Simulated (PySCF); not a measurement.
SMILES CC[Si](C)(N)OC (C₄H₁₃NOSi), GFN2-xTB optimised geometry. Atoms within 1.6 Å of the plane z = 0.0 Å (x, y, z in Å): C1 (1.17, -0.45, -1.18), C2 (0.57, -1.21, 0.00), Si3 (-1.34, -1.21, 0.00), C4 (-2.02, -2.20, 1.47), N5 (-1.89, -1.96, -1.45), O6 (-1.92, 0.33, 0.00), C7 (-1.74, 1.34, 0.95), H8 (0.79, 0.57, -1.22), H9 (2.25, -0.41, -1.11), H11 (0.95, -2.23, -0.01), H12 (0.93, -0.76, 0.93), H13 (-3.10, -2.09, 1.55), H14 (-1.80, -3.26, 1.37), H16 (-2.87, -2.20, -1.51), H18 (-0.68, 1.56, 1.09), H19 (-2.25, 2.23, 0.60).

Method: CAM-B3LYP/def2-SVP run with PySCF 2.14.0. Cells within 0.4 Å of a nucleus heavier than hydrogen are left out (blank, or x).

Map of the Laplacian of the electron density (e/bohr⁵), clipped to [-1.50, 1.50] on the plane z = 0.0 Å:

```
|555555555555555555555555555|
|555555555555555555555555555|
|555555555555555555555555555|
|555555555555555555555555555|
|555555555555555555555555555|
|555555555555555555555555555|
|555555555555555555555555555|
|555555555555555555555555555|
|555555555555555555555555555|
|555555555555555555555555555|
|555555666655555555555555555|
|5555556x0655555555555555555|
|5555564xx565555555555555555|
|5555555xx555555555555555555|
|555555654555555555555555555|
|555555559995455455555555555|
|555555569xx743xx45555555555|
|555555569xx743xx45555555555|
|555555558995454135555555555|
|555555555555555105555555555|
|555555555555555435555555555|
|555555555555555555555555555|
|555555555555555555555555555|
|555555555555555555555555555|
|555555555555555555555555555|
|555555555555555555555555555|
|555555555555555555555555555|
```
Scale: ten equal steps from -1.50 (start of '0') to 1.50 (end of '9'), in the order '0123456789'; x runs from -4.50 to 4.50, y from -4.50 (bottom) to 4.50 (top).
